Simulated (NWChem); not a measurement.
C₃H₂F₂; SMILES C=C=C(F)F

All runs: NWChem. The geometry was optimised at PBE0/def2-SVP. LC-ωPBE (HJS hole) with def2-SVP; x = 1 − exp(−ω/0.25 bohr⁻¹) is a scale chosen for this fit.

| row | x | −ε(HOMO) (eV) |
|---|---|---|
| ω = 0.10 | 0.330 | 7.39 |
| ω = 0.30 | 0.699 | 9.41 |
| ω = 0.35 | 0.753 | 9.74 |
| ω = 0.40 | 0.798 | 10.02 |
| ω = 0.60 | 0.909 | withheld |

Problem. Fit a straight line of the last column on the one before it, predict the withheld value, and compare with the run.

Solution. 
1. Means of the 4 shown rows: x = 0.6450, y = 9.140. Slope Σ(x − x̄)(y − ȳ)/Σ(x − x̄)² = 0.7653/0.1372 = 5.577; intercept 5.543.
2. The shown rows scatter about the line by 0.021 (root mean square); the largest residual is -0.03, at ω = 0.30.
3. At x = 0.909 (ω = 0.60; beyond the shown range) the line gives 10.61.
4. The run gives 10.76, +0.15 from the line, 7.2 times the scatter.
